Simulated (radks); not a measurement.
Question: Os III, 74 electrons, occupied as [Xe] 4f14 5d6. Calculated with a radial shooting solver on a logarithmic mesh with Libxc functionals: scalar-relativistic Kohn-Sham, PBEsol, spin-polarised, spherical densities, point nucleus; open shells are filled with parallel spins first (spin-orbit coupling, left out, can overturn this in heavy ions). Some entries of the table are withheld. Estimate them.

orbital  occ.  eigenvalue (hartree)  r(max) (bohr)  <r> (bohr)
1s down     1             -2714.714        0.01103     0.01773
1s up       1             -2714.714        0.01103     0.01773
2s up       1             -473.3177        0.06340     0.07490
2s down     1             -473.3095        0.06340     0.07490
2p up       3             -412.2291        0.05220     0.06729
2p down     3             -412.2225        0.05220     0.06729
3s up       1             -110.6178         0.1788      0.1939
3s down     1             -110.6147         0.1788      0.1939
3p up       3             -92.68527         0.1774      0.1946
3p down     3             -92.68184         0.1774      0.1946
3d up       5             -72.65667         0.1444      0.1762
3d down     5             -72.65084         0.1444      0.1762
4s up       1             -23.82646         0.4048      0.4319
4s down     1             -23.81865         0.4048      0.4319
4p up       3             -17.94481         0.4252      0.4596
4p down     3             -17.93738         0.4252      0.4595
4d up       5             -10.64776         0.4346      0.4892
4d down     5             -10.63896         0.4347      0.4890
5s up       1              -4.02055         0.9149       1.009
5s down     1              -3.95481         0.9115       1.003
4f up       7                   (1)         0.4054      0.5580
5p up       3              -2.53336          1.034       1.172
4f down     7                   (2)         0.4053      0.5552
5p down     3              -2.44862          1.028       1.164
5d up       5              -0.88348          1.352       1.687
5d down     1              -0.78079          1.340       1.708

Answer: 
(1) 4f up eigenvalue (hartree): -2.54108
(2) 4f down eigenvalue (hartree): -2.52584
